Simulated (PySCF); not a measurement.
Sn(Br)2, SMILES [Sn]([Br])[Br] (Br2Sn), CAM-B3LYP/def2-SVP optimised geometry.

```
3

Sn    -1.04    -1.25     0.00
Br     1.49    -1.25     0.00
Br    -1.49     1.25     0.00
```

Density from CAM-B3LYP/def2-TZVP, def2 effective core potentials past Kr in PySCF at that geometry. The core electrons that the potentials of Sn replace are not part of the density.

Minimum of the electron density along straight lines between bonded atoms, close to the bond critical point (lines longer than 1.1 times the sum of covalent radii, or with two minima, are not listed):

```tsv
bond	length / Å	ρ at the minimum / e bohr⁻³	∇²ρ there / e bohr⁻⁵	position (fraction from the first atom)
Sn1–Br2	2.536	0.070	0.11	0.47
Sn1–Br3	2.536	0.070	0.11	0.47
```
